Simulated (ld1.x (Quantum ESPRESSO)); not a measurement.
boron (B): one change to a TM potential, before and after

B, norm-conserving Troullier–Martins (Kleinman–Bylander form), made with ld1.x (Quantum ESPRESSO) 7.5 (LDA (PZ), scalar-relativistic). Core [He], reference 2s1.75 2p1.25. Waves: 2s (bound): rc 1.55 bohr; 2p (bound): rc 1.70 bohr; 3d channel at 0.25 Ry: rc 1.45 bohr. Local part: all-electron potential smoothed inside 1.35 bohr (lloc = -1). Core correction: a·sin(br)/r model core, default radius (core density twice the valence density).

All-electron outer shells of the reference configuration (LDA (PZ), scalar-relativistic, ld1.x):

```json
{"shell": "1s", "level (eV)": "-178.93", "outermost node (bohr)": "–", "outermost maximum (bohr)": "0.21"}
{"shell": "2s", "level (eV)": "-9.51", "outermost node (bohr)": "0.46", "outermost maximum (bohr)": "1.52"}
{"shell": "2p", "level (eV)": "-3.84", "outermost node (bohr)": "–", "outermost maximum (bohr)": "1.55"}
```

Change: type ultrasoft; waves now 2s (bound): rcut 1.35, rcutus 1.55 bohr; 2s channel at -0.35 Ry: rcut 1.35, rcutus 1.55 bohr; 2p (bound): rcut 1.50, rcutus 1.70 bohr; 2p channel at 2.05 Ry: rcut 1.50, rcutus 1.70 bohr; 3d channel at 0.25 Ry: rcut 1.25, rcutus 1.45 bohr; 3d channel at 1.65 Ry: rcut 1.25, rcutus 1.45 bohr; local potential all-electron potential smoothed inside 1.25 bohr (lloc = -2); augmentation built from norm-conserving waves at rcut, not smoothed further.

Cutoffs: the cutoffs (Ry, on a coarse ladder) from which the occupation-weighted sum of valence levels, in a spherical-Bessel basis at the reference potential, stays within 10 and 1 mRy of its value at 400 Ry; they do not see the model core or the augmentation charge, which bear on the density cutoff. Errors are all-electron minus pseudo energies relative to the spin-unpolarised reference configuration.

**Question.** Predict the effect on cutoff, ghosts and configuration errors.

**Answer.** The potential gets softer (25 Ry and 50 Ry → 18 Ry and 30 Ry); of the 9 tests that both files solve, the error grows in 0 and shrinks in 6 by more than 15 % and 0.3 meV (median size 4.9 → 2.2 meV); the range in which the s phases agree widens (upper end 3.8 → at the end of the scan); the range in which the p phases agree narrows (upper end 4.3 → 2.2); neither file shows a bound ghost. Several settings change at once here, so the effects cannot be laid on one of them.

```tsv
quantity	base	changed
cutoff, loose	25 Ry	18 Ry
cutoff, tight	50 Ry	30 Ry
loose cutoff by channel (10 mRy a level)	s 15 Ry, p 25 Ry	s 6 Ry, p 18 Ry
bound ghosts	none	none
error for 2s2 2p1, meV [ΔE -1.42 eV]	+0.2	+0.2
error for 2s2 2p0, meV [ΔE 6.91 eV]	+13	+2.2
error for 2s1 2p0, meV [ΔE 32.21 eV]	+51	+24
error for 2s1 2p1, meV [ΔE 12.86 eV]	+2.0	-1.1
error for 2s1 2p2, meV [ΔE 4.27 eV]	+2.1	+1.9
error for 2s2 2p0.5, meV [ΔE 1.52 eV]	+2.4	+0.2
error for 2s0 2p3, meV [ΔE 9.98 eV]	+12	+11
error for 2s1.75 2p1.25 (spin-polarised), meV [ΔE -0.56 eV]	+12	+9.6
error for 2s2 2p1 (spin-polarised), meV [ΔE -1.65 eV]	+4.9	+3.6
s: phases at 1.84 bohr within 0.05 rad from the reference energy up to (Ry; the scan ends near 5)	3.8	to the end of the scan
p: phases at 1.84 bohr within 0.05 rad from the reference energy up to (Ry; the scan ends near 5)	4.3	2.2
d: phases at 1.84 bohr within 0.05 rad from the reference energy up to (Ry; the scan ends near 5)	to the end of the scan	to the end of the scan
```
